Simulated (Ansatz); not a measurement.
Cost and result for the atomization energy of GeH4S (`[SH][GeH3]`) (6 atoms, 5 bonds).

The species carries charge 0 and has multiplicity 1. Correlated methods include outer-core shells of Ge, which these sets cover unevenly. Scalar relativity is left out up to krypton. All single points use the PBE0-D4/def2-TZVP geometry. Program: Ansatz. All runs use 2 threads of a server CPU on a shared host. Times are those of one run each, without the atoms' runs, and a repeat can differ threefold. Electronic energies, without spin–orbit coupling; frozen cores. CCSD(T)/CBS adds CCSD(T) − MP2 in def2-TZVPP to the MP2 limit, and its time is that of the two runs behind it. T1 = 0.011. With those shells the extrapolation isn't a true limit.

CCSD(T)/CBS is a level of theory with its own doubt, some kJ/mol a heavy atom from the limit and from the frozen cores, so smaller differences don't rank the functionals.

```tsv
level	functions	wall time
CCSD(T)/def2-SVP	70	1.1 s
PBE-D4/def2-TZVPP (with forces)	146	1.5 s
BHLYP-D4/def2-TZVPP	146	2 s
CAM-B3LYP-D4/def2-TZVPP	146	2 s
r2SCAN-D4/def2-TZVPP (with forces)	146	2.6 s
r2SCANh-D4/def2-TZVPP	146	2.7 s
B2PLYP/def2-TZVPP	146	2.8 s
B97M-V/def2-TZVPP	146	4 s
ωB97X-V/def2-TZVPP	146	4.1 s
ωB97M-V/def2-TZVPP (with forces)	146	6.5 s
MP2/def2-QZVPP	279	7.5 s
CCSD(T)/def2-TZVPP	146	13 s
CCSD(T)/CBS(def2)	–	20 s
```

**Question.** What atomization energy does each give, and how far from CCSD(T)/CBS? (Best estimate.)

**Answer.** Ansatz gave: 
| level | atomization (kJ/mol) | difference from CCSD(T)/CBS | per bond |
| --- | --- | --- | --- |
| CCSD(T)/def2-SVP | 1461.9 | -121.2 | -24.2 |
| PBE-D4/def2-TZVPP (with forces) | 1557.9 | -25.2 | -5.0 |
| BHLYP-D4/def2-TZVPP | 1540.7 | -42.4 | -8.5 |
| CAM-B3LYP-D4/def2-TZVPP | 1567.3 | -15.8 | -3.2 |
| r2SCAN-D4/def2-TZVPP (with forces) | 1577.5 | -5.6 | -1.1 |
| r2SCANh-D4/def2-TZVPP | 1571.0 | -12.1 | -2.4 |
| B2PLYP/def2-TZVPP | 1545.9 | -37.2 | -7.4 |
| B97M-V/def2-TZVPP | 1606.7 | 23.6 | 4.7 |
| ωB97X-V/def2-TZVPP | 1590.8 | 7.7 | 1.5 |
| ωB97M-V/def2-TZVPP (with forces) | 1571.7 | -11.4 | -2.3 |
| MP2/def2-QZVPP | 1546.5 | -36.6 | -7.3 |
| CCSD(T)/def2-TZVPP | 1550.3 | -32.8 | -6.6 |
| CCSD(T)/CBS(def2) | 1583.1 | 0.0 | 0.0 |

At CCSD(T), def2-SVP lies −121.2 kJ/mol from the extrapolated value and def2-TZVPP −32.8 kJ/mol: correlation converges slowly with the basis, and small sets miss more of it in the bonded molecule than in its fragments. From r2SCAN to r2SCAN0 (25 % exact exchange), in def2-TZVPP and without D4, the atomization energy moves by −15.8 kJ/mol: exact exchange takes away binding that semilocal exchange gives to molecules. Leaving LDA and LC-ωPBE aside and taking each functional with its dispersion term where it has one, the values, not all of them listed here, spread over 76.3 kJ/mol, from revPBE-D4 to B97M-V. LDA lies +222.6 kJ/mol from PBE without D4, its usual overbinding.
